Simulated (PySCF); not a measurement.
# How methods differ on the excitation energy of Bi²⁺

Bi²⁺ [Xe] 4f14 5d10 6s2 6p1 (2P) → Bi²⁺ [Xe] 4f14 5d10 6s1 6p2 (4P), as a difference of total energies. Calculation: PySCF 2.14, in x2c-QZVPPall (16s10p9d6f1g, 142 functions); scalar relativity by spin-free X2C-1e. The calculations carry no spin-orbit coupling.

```csv
method,excitation energy (cm⁻¹)
UHF,62615
BHandHLYP,76250
BP86,80888
```

Spin-orbit coupling is strong in these open shells (close to jj coupling). The scalar numbers leave it out and a first-order estimate fails, so it can dominate the gap to the real levels.
